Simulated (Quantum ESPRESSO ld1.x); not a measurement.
Question: Bi XXXI, 53 electrons, occupied as [Kr] 4d10 4f7 (the NIST ground configuration). Calculated with ld1.x of Quantum ESPRESSO 7.5: scalar-relativistic Kohn-Sham, LDA (Slater exchange, VWN5 correlation), spin-polarised, spherical densities, point nucleus; open shells are filled with parallel spins first. Some entries of the table are withheld. Estimate them.

| orbital | occ. | eigenvalue (Ry) | <1/r> (bohr^-1) | r(max) (bohr) |
|---|---|---|---|---|
| 1s down | 1 | -6735.17 | 103.3 | 0.0096 |
| 1s up | 1 | -6735.17 | 103.3 | 0.0096 |
| 2s up | 1 | -1271.41 | 24.27 | 0.056 |
| 2s down | 1 | -1271.37 | 24.27 | 0.056 |
| 2p up | 3 | -1098.56 | 21.22 | 0.047 |
| 2p down | 3 | -1098.53 | 21.22 | 0.047 |
| 3s up | 1 | -363.124 | 9.005 | 0.158 |
| 3s down | 1 | -362.491 | 9.017 | 0.158 |
| 3p up | 3 | -313.709 | 8.126 | 0.158 |
| 3p down | 3 | -313.064 | 8.137 | 0.158 |
| 3d up | 5 | -264.216 | 7.618 | 0.130 |
| 3d down | 5 | -263.710 | 7.629 | 0.130 |
| 4s up | 1 | -135.809 | 4.036 | 0.350 |
| 4s down | 1 | -134.895 | 4.026 | 0.350 |
| 4p up | 3 | (1) | 3.664 | 0.367 |
| 4p down | 3 | (2) | 3.653 | 0.367 |
| 4d up | 5 | (3) | (4) | 0.367 |
| 4d down | 5 | (5) | (6) | 0.367 |
| 4f up | 7 | -79.8003 | 3.091 | 0.315 |
| 4f down | 0 | -78.8507 | 3.081 | 0.318 |

Answer: 
(1) 4p up eigenvalue (Ry): -118.876
(2) 4p down eigenvalue (Ry): -118.009
(3) 4d up eigenvalue (Ry): -99.9271
(4) 4d up <1/r> (bohr^-1): 3.367
(5) 4d down eigenvalue (Ry): -99.0748
(6) 4d down <1/r> (bohr^-1): 3.355
